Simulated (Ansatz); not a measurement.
`N[SiH]([AlH2])[SiH3]` + `NCF` → `FC[NH][AlH2]` + `N[SiH2][SiH3]`  (cleavage of the Al–Si bond)

Computed with Ansatz on PBE0-D4/def2-TZVP structures; ΔE is electronic, products minus reactants. CCSD(T)/CBS is the MP2 limit (def2-TZVPP, def2-QZVPP) plus CCSD(T) − MP2 in def2-TZVPP, frozen cores. This one scheme is used for every species. DFT in def2-TZVPP. B3LYP here is the variant with VWN-RPA as its local correlation; programs differ in this. Each species was taken in one conformer, which may not be the lowest.

`N[SiH]([AlH2])[SiH3]`:

Z-matrix (Å, degrees):
```
Si
Al 1 2.468
Si 1 2.345 2 108.4
N 1 1.742 2 118.6 3 123.1
H 1 1.496 2 108.2 3 -114.7
H 2 1.593 1 120.9 3 63.5
H 2 1.594 1 121.1 3 -115.1
H 3 1.488 1 112.9 2 -171.0
H 3 1.489 1 109.4 2 -49.6
H 3 1.492 1 109.9 2 68.3
H 4 1.009 1 118.0 2 63.2
H 4 1.009 1 117.7 2 -71.6
```

`NCF`:

Cartesian coordinates in Å:
```
N -0.889 -0.040 0.078
C 0.502 0.073 0.210
F 1.202 -0.122 -0.993
H -1.282 0.657 -0.539
H -1.181 -0.961 -0.217
H 0.769 1.074 0.556
H 0.878 -0.680 0.905
```

`FC[NH][AlH2]`:

Cartesian coordinates in Å:
```
F 1.267 1.750 -0.110
C 0.140 1.072 -0.590
N 0.251 -0.320 -0.411
Al -0.426 -1.269 0.937
H 0.055 1.355 -1.644
H -0.715 1.462 -0.030
H 0.875 -0.745 -1.082
H -0.070 -2.808 0.993
H -1.376 -0.497 1.937
```

`N[SiH2][SiH3]`:

Z-matrix (Å, degrees):
```
Si
Si 1 2.341
N 1 1.724 2 108.6
H 1 1.497 2 108.1 3 -126.1
H 1 1.488 2 110.7 3 117.7
H 2 1.489 1 110.3 3 173.7
H 2 1.491 1 110.1 3 54.6
H 2 1.488 1 111.4 3 -65.4
H 3 1.008 1 119.6 2 167.4
H 3 1.007 1 119.6 2 -50.6
```

CCSD(T)/CBS gives -98.3 kJ/mol.

(1) Another level gave -93.8 kJ/mol. Which?
A. B3LYP/def2-TZVPP
B. HF/def2-TZVPP
C. r2SCAN/def2-TZVPP
D. PBE0-D4/def2-TZVPP

Largest T1 diagnostic among the species: 0.013.

Answers

(1) C. r2SCAN -93.8, B3LYP -99.4, HF/def2-TZVPP -109.8, PBE0-D4 -81.7 kJ/mol.

From PBE to PBE0 (25 % exact exchange), in def2-TZVPP and without D4, ΔE moves by −4.4 kJ/mol.
